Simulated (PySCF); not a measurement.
Order these species by their calculated properties.

Each SMILES stands for a single optimised conformer of the isolated species, non-relativistic unless stated. Electronic properties by PySCF.

Dipoles, sizes and rotational constants follow the conformer. The torsions of the flexible species, by atom-mapped SMILES:
- `[CH3:1]/[N:2]=[CH:3]/[CH:4]=[O:5]`: N2–C3–C4–O5 180°
- `[O:1]=[S:2](=[O:3])([OH:4])[CH2:5][CH2:6][F:7]`: O1–S2–C5–C6 -177°, S2–C5–C6–F7 -178°, H–O4–S2–O1 -4°
- `[CH3:1][O:2]/[C:3]([CH3:4])=[CH:5]/[Cl:6]`: C1–O2–C3–C4 179°
- `[CH:1]#[C:2][C@H:3]([C:4]#[N:5])[CH2:6][O:7][CH3:8]`: C2–C3–C6–O7 -169°, C3–C6–O7–C8 -176°
- `[CH3:1][O:2][C:3]1=[N:4][CH2:5]1`: C1–O2–C3–N4 0°
- `[CH3:1][C:2]([O-:3])[c:4]1[cH:5][cH:6][nH:7][cH:8]1`: C1–C2–C4–C5 179°
- `[CH3:1][O:2][c:3]1[cH:4][cH:5][n:6][cH:7][cH:8]1`: C1–O2–C3–C4 180°
- `[CH3:1][S+:2][c:3]1[cH:4][n:5][cH:6][s:7]1`: C1–S2–C3–C4 -12°
- `[SiH3:1][NH:2][SiH2:3][PH2:4]`: Si1–N2–Si3–P4 -175°, H–P4–Si3–N2 180°, H–P4–Si3–N2 -87°

The conformers of `C#C[C@H]1CCNC1=O` aren't listed.

Question: Rank by lowest triplet excitation (Tamm–Dancoff), highest first (TDA PBE0/def2-SVPD at GFN2-xTB geometries).
A. `N(=C\C=O)/C`
B. `O=S(=O)(O)CCF`
C. `C(/Cl)=C(/C)OC`
D. `C#C[C@H](C#N)COC`

Answer: B (7.70 eV), D (5.40 eV), C (4.20 eV), A (2.78 eV).

Question: By how much do the two ends of that ranking differ?

Answer: By 4.92 eV, between `O=S(=O)(O)CCF` and `C/N=C/C=O`.

Question: Rank by smallest rotational constant, highest first (GFN2-xTB).
A. `C[S+]c1cncs1` [radical]
B. `C/N=C/C=O`
C. `c1[nH]ccc1[C](C)[O-]` [radical]
D. `O=S(=O)(O)CCF`
E. `COC1=CC=NC=C1`
F. `COC1=NC1`

Answer: F (3.163 GHz), B (2.233 GHz), D (1.295 GHz), E (1.227 GHz), C (1.173 GHz), A (1.024 GHz).

Question: Give the two extremes of that set in cm⁻¹.

Answer: `C[S+]c1cncs1` [charge +1 and doublet state]: 0.0342 cm⁻¹; `COC1=NC1`: 0.1055 cm⁻¹.

Question: Rank by electronic spatial extent ⟨r²⟩ about the centre of nuclear charge, lowest first (PBE0/def2-SVPD at GFN2-xTB geometries).
A. `FCCS(O)(=O)=O`
B. `N([SiH2]P)[SiH3]`
C. `C/N=C/C=O`
D. `C(OC)[C@H](C#C)C#N`
E. `CO/C(C)=C/Cl`

Answer: C (531 bohr²), E (874 bohr²), A (928 bohr²), B (1016 bohr²), D (1164 bohr²).

Question: Rank by HOMO–LUMO gap, lowest first (PBE0/def2-SVPD at GFN2-xTB geometries).
A. `C/N=C/C=O`
B. `C#C[C@H](C#N)COC`
C. `CO/C(C)=C/Cl`
D. `[SiH3]N[SiH2]P`
E. `C#C[C@@H]1C(=O)NCC1`
F. `O=S(=O)(O)CCF`

Answer: A (5.37 eV), C (7.08 eV), D (7.20 eV), E (7.45 eV), B (8.22 eV), F (9.23 eV).

Question: Rank by HOMO energy, highest first (PBE0/def2-SVPD at GFN2-xTB geometries).
A. `C#C[C@H](C#N)COC`
B. `O=S(=O)(O)CCF`
C. `C/N=C/C=O`
D. `[SiH2](N[SiH3])P`
E. `CO/C(C)=C/Cl`
F. `C1(NCC[C@@H]1C#C)=O`

Answer: E (-6.48 eV), F (-7.23 eV), D (-7.46 eV), C (-7.66 eV), A (-8.12 eV), B (-9.46 eV).

Question: Rank by lowest singlet excitation, highest first (TDDFT PBE0/def2-SVPD at GFN2-xTB geometries).
A. `C#C[C@H]1CCNC1=O`
B. `CO/C(C)=C/Cl`
C. `C/N=C/C=O`
D. `O=S(=O)(O)CCF`

Answer: D (7.97 eV), B (5.80 eV), A (5.59 eV), C (3.39 eV).

Question: Give the two extremes of that set as wavelengths.

Answer: `C/N=C/C=O`: 366 nm; `O=S(=O)(O)CCF`: 156 nm.
